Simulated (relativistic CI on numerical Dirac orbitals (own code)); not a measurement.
**Au²⁺: resonant inelastic scattering at the O2,3 edge**

Computed with this model: Dirac-Coulomb-Breit CI, orbitals from a KLI potential per configuration, model QED, valence Slater integrals scaled by 0.7, Kramers-Heisenberg scattering through one core-hole configuration in a parametric crystal field; configurations [Xe] 4f14 5d9 → [Kr] 4d10 4f14 5s2 5p5 5d10; 300 K; core-hole width 1 eV; summed over polarisations. Incident energies are the highest absorption maxima for each field (at most a few, so the weaker spin-orbit partner edge can be absent), on the computed scale of the free ion. Intensities are in per cent of the strongest line above 0.02 eV; levels within 1 cm⁻¹ are merged; final levels count from the ground level, the first row holds all elastic scattering, lines under 0.4 are left out and each table stops after 24 rows. The scale of the Slater integrals is a model choice and moves the terms in proportion.

Field parameters in Wybourne normalisation: Td as Oh with Dq negative (B⁴₀ = 21Dq, B⁴₄ = √(5/14) B⁴₀). The field is a parameter set, without covalency.

S is read from ⟨S²⟩ = S(S + 1).

Td, 10Dq = -2450 cm⁻¹:

| Final level (eV) | Degeneracy | Irrep | S | 56.5 eV |
| --- | --- | --- | --- | --- |
| 0.000 | 2 | Γ7 | 0.50 | 50.4 |
| 0.167 | 4 | Γ8 | 0.50 | 100.0 |
| 1.624 | 4 | Γ8 | 0.50 | 17.9 |

Td, 10Dq = -5550 cm⁻¹:

```tsv
Final level (eV)	Degeneracy	Irrep	S	56.6 eV
0.000	2	Γ7	0.50	52.3
0.333	4	Γ8	0.50	100.0
1.842	4	Γ8	0.50	22.2
```

For the first field the strongest loss at the lowest incident energy is the level at 0.17 eV (S = 0.50, against 0.50 in the thermal ground state).
